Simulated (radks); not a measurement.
Values are calculated unless marked as measured or tabulated.
Neutral ruthenium, configuration [Kr] 4d7 5s1.

Level of theory: scalar-relativistic Kohn-Sham, LB94 model potential, spin-polarised, spherical densities, finite nucleus; open shells are filled with parallel spins first (spin-orbit coupling, left out, can overturn this in heavy ions); Fermi nuclear charge, rms radius 4.4809 fm (a radial shooting solver on a logarithmic mesh with Libxc functionals).

Energy parts (eV):
part                   energy
kinetic            127964.635
electron-nucleus  -298098.494
Hartree             50487.251
(The LB94 potential has no energy functional, so no total or exchange-correlation energy is given.)

Orbitals (lengths in bohr, moments of r in powers of bohr):
orbital  occ.  eigenvalue (eV)   <1/r>
1s up       1        -22061.66   45.92
1s down     1        -22061.64   45.92
2s up       1        -3188.520   10.38
2s down     1        -3188.448   10.38
2p up       3        -2860.715   10.09
2p down     3        -2860.686   10.09
3s up       1        -569.8953   3.584
3s down     1        -569.7246   3.581
3p up       3        -461.7587   3.421
3p down     3        -461.5910   3.419
3d up       5        -287.1982   3.207
3d down     5        -286.9842   3.205
4s up       1         -81.5639   1.353
4s down     1         -81.1931   1.358
4p up       3         -51.6290   1.201
4p down     3         -51.1513   1.206
4d up       5         -10.5420  0.8222
4d down     2          -9.9569  0.8239
5s up       1          -8.8280  0.4131
5s down     0          -8.3183  0.4115

The highest occupied level is 5s up at -8.828 eV. The spin density at the nucleus is 15.88 e/bohr^3 (1s 0.17, 2s -0.56, 3s 1.42, 4s -1.73, 5s 16.59). Spin moment in Bohr magnetons: 4. The density falls to 0.001 e/bohr^3 at r = 4.35 bohr. The electron density at the nucleus is 1.125e+05 e/bohr^3 (large components only).
